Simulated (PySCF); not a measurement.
SMILES COC(=O)c1ccccc1[SiH3], singlet, GFN2-xTB optimised geometry.

```
21

C     -2.67    -2.66     0.00
O     -2.01    -1.40     0.00
C     -0.68    -1.43     0.00
O     -0.05    -2.48     0.01
C     -0.03    -0.12     0.00
C     -0.76     1.06     0.00
C     -0.10     2.27     0.00
C      1.29     2.30     0.00
C      2.01     1.11     0.00
C      1.37    -0.12     0.00
Si     2.33    -1.76     0.00
H     -2.37    -3.24    -0.87
H     -3.73    -2.45    -0.01
H     -2.40    -3.22     0.90
H     -1.84     1.02     0.00
H     -0.65     3.20     0.00
H      1.81     3.24     0.00
H      3.09     1.14     0.00
H      3.73    -1.29    -0.01
H      2.15    -2.49     1.25
H      2.14    -2.49    -1.25
```

Density from PBE0/def2-SVP (PySCF 2.14.0) at that geometry.

Minimum of the electron density along straight lines between bonded atoms, close to the bond critical point (lines longer than 1.1 times the sum of covalent radii, or with two minima, are not listed):

```json
[
 {"bond": "C1–O2", "length / Å": "1.420", "ρ at the minimum / e bohr⁻³": "0.244", "∇²ρ there / e bohr⁻⁵": "-0.25", "position (fraction from the first atom)": "0.34"},
 {"bond": "O2–C3", "length / Å": "1.334", "ρ at the minimum / e bohr⁻³": "0.308", "∇²ρ there / e bohr⁻⁵": "-0.35", "position (fraction from the first atom)": "0.67"},
 {"bond": "C3–O4", "length / Å": "1.217", "ρ at the minimum / e bohr⁻³": "0.408", "∇²ρ there / e bohr⁻⁵": "0.19", "position (fraction from the first atom)": "0.33"},
 {"bond": "C3–C5", "length / Å": "1.465", "ρ at the minimum / e bohr⁻³": "0.279", "∇²ρ there / e bohr⁻⁵": "-0.72", "position (fraction from the first atom)": "0.52"},
 {"bond": "C5–C6", "length / Å": "1.393", "ρ at the minimum / e bohr⁻³": "0.307", "∇²ρ there / e bohr⁻⁵": "-0.77", "position (fraction from the first atom)": "0.50"},
 {"bond": "C6–C7", "length / Å": "1.380", "ρ at the minimum / e bohr⁻³": "0.315", "∇²ρ there / e bohr⁻⁵": "-0.81", "position (fraction from the first atom)": "0.50"},
 {"bond": "C7–C8", "length / Å": "1.388", "ρ at the minimum / e bohr⁻³": "0.311", "∇²ρ there / e bohr⁻⁵": "-0.80", "position (fraction from the first atom)": "0.50"},
 {"bond": "C8–C9", "length / Å": "1.384", "ρ at the minimum / e bohr⁻³": "0.313", "∇²ρ there / e bohr⁻⁵": "-0.81", "position (fraction from the first atom)": "0.50"},
 {"bond": "C5–C10", "length / Å": "1.397", "ρ at the minimum / e bohr⁻³": "0.305", "∇²ρ there / e bohr⁻⁵": "-0.76", "position (fraction from the first atom)": "0.51"},
 {"bond": "C9–C10", "length / Å": "1.388", "ρ at the minimum / e bohr⁻³": "0.309", "∇²ρ there / e bohr⁻⁵": "-0.78", "position (fraction from the first atom)": "0.50"},
 {"bond": "C10–Si11", "length / Å": "1.895", "ρ at the minimum / e bohr⁻³": "0.109", "∇²ρ there / e bohr⁻⁵": "0.35", "position (fraction from the first atom)": "0.62"},
 {"bond": "C1–H12", "length / Å": "1.092", "ρ at the minimum / e bohr⁻³": "0.283", "∇²ρ there / e bohr⁻⁵": "-1.10", "position (fraction from the first atom)": "0.64"},
 {"bond": "C1–H13", "length / Å": "1.087", "ρ at the minimum / e bohr⁻³": "0.286", "∇²ρ there / e bohr⁻⁵": "-1.12", "position (fraction from the first atom)": "0.64"},
 {"bond": "C1–H14", "length / Å": "1.092", "ρ at the minimum / e bohr⁻³": "0.283", "∇²ρ there / e bohr⁻⁵": "-1.09", "position (fraction from the first atom)": "0.64"},
 {"bond": "C6–H15", "length / Å": "1.079", "ρ at the minimum / e bohr⁻³": "0.286", "∇²ρ there / e bohr⁻⁵": "-1.11", "position (fraction from the first atom)": "0.64"},
 {"bond": "C7–H16", "length / Å": "1.080", "ρ at the minimum / e bohr⁻³": "0.284", "∇²ρ there / e bohr⁻⁵": "-1.08", "position (fraction from the first atom)": "0.63"},
 {"bond": "C8–H17", "length / Å": "1.081", "ρ at the minimum / e bohr⁻³": "0.284", "∇²ρ there / e bohr⁻⁵": "-1.09", "position (fraction from the first atom)": "0.63"},
 {"bond": "C9–H18", "length / Å": "1.080", "ρ at the minimum / e bohr⁻³": "0.285", "∇²ρ there / e bohr⁻⁵": "-1.10", "position (fraction from the first atom)": "0.63"},
 {"bond": "Si11–H19", "length / Å": "1.480", "ρ at the minimum / e bohr⁻³": "0.114", "∇²ρ there / e bohr⁻⁵": "0.31", "position (fraction from the first atom)": "0.49"},
 {"bond": "Si11–H20", "length / Å": "1.458", "ρ at the minimum / e bohr⁻³": "0.119", "∇²ρ there / e bohr⁻⁵": "0.33", "position (fraction from the first atom)": "0.49"},
 {"bond": "Si11–H21", "length / Å": "1.458", "ρ at the minimum / e bohr⁻³": "0.118", "∇²ρ there / e bohr⁻⁵": "0.33", "position (fraction from the first atom)": "0.49"}
]
```
